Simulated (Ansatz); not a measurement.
Start from `C[SiH](Cl)Cl` and change one atom or group to get `[SiH3]C[SiH](Cl)Cl`.

Ansatz, PBE0-D4/def2-TZVP geometries, multiplicity 1. Each molecule was computed in one conformer, which needn't be the lowest.

```json
{"property": "LUMO energy (PBE/def2-TZVPP) / eV", "`C[SiH](Cl)Cl`": "-0.42"}
{"property": "HOMO energy (ωB97M-V/def2-TZVPP) / eV", "`C[SiH](Cl)Cl`": "-11.07"}
{"property": "HOMO energy (B3LYP/def2-TZVPP) / eV", "`C[SiH](Cl)Cl`": "-8.61"}
{"property": "HOMO–LUMO gap (ωB97M-V/def2-TZVPP) / eV", "`C[SiH](Cl)Cl`": "13.47"}
{"property": "LUMO energy (B3LYP/def2-TZVPP) / eV", "`C[SiH](Cl)Cl`": "0.32"}
{"property": "zero-point energy (PBE0-D4/def2-TZVP) / kJ/mol", "`C[SiH](Cl)Cl`": "128.9"}
```

**Question.** What does the change do to each property? (Estimate.)

**Answer.** The calculation gave: 
```csv
property,`[SiH3]C[SiH](Cl)Cl`,shift
LUMO energy (PBE/def2-TZVPP) / eV,-0.66,-0.24
HOMO energy (ωB97M-V/def2-TZVPP) / eV,-10.99,0.08
HOMO energy (B3LYP/def2-TZVPP) / eV,-8.57,0.04
HOMO–LUMO gap (ωB97M-V/def2-TZVPP) / eV,12.88,-0.59
LUMO energy (B3LYP/def2-TZVPP) / eV,0.08,-0.24
zero-point energy (PBE0-D4/def2-TZVP) / kJ/mol,169.5,40.6
```

The zero-point energy changes by 40.6 kJ/mol with +9 modes.

B3LYP here is the variant with VWN-RPA as its local correlation; programs differ in this.
